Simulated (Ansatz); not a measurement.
`N[CH]([SiH3])[GeH3]` + `C[O][Ge]([CH3])([OH])[OH]` → `[CH3][Ge]([OH])([OH])[GeH3]` + `COC(N)[SiH3]`  (redistribution)

Isolated molecules relaxed with PBE0-D4/def2-TZVP in Ansatz; ΔE leaves out vibrations. CCSD(T)/CBS adds triple-zeta CCSD(T) − MP2 to the extrapolated MP2 energy (def2 sets, frozen cores). For Ge outer-core shells are correlated without core-valence functions, which leaves a few kJ/mol of doubt a bond. Scalar relativity is left out up to krypton. One conformer a species, not always the lowest.

```csv
species,HF/CBS(def2) energy (Eh)
`N[CH]([SiH3])[GeH3]`,-2461.94300
`C[O][Ge]([CH3])([OH])[OH]`,-2380.64125
`[CH3][Ge]([OH])([OH])[GeH3]`,-4343.24736
`COC(N)[SiH3]`,-499.30619
```

**Question.** Work out ΔE.

**Answer.** ΔE = (-4343.24736) + (-499.30619) − (-2461.94300) − (-2380.64125) = 0.03070 Eh = +80.6 kJ/mol. CCSD(T)/CBS gives +75.5 kJ/mol.

Largest T1 diagnostic among the species: 0.012.

The D4 term adds +4.1 kJ/mol with B3LYP and +2.0 kJ/mol with PBE0; it sums over pairs of atoms, weighted by their polarisabilities, and B3LYP, whose exchange is more repulsive, gets the larger term. From PBE to PBE0 (25 % exact exchange), in def2-TZVPP and without D4, ΔE moves by +10.6 kJ/mol.

B3LYP here is the variant with VWN-RPA as its local correlation; programs differ in this.
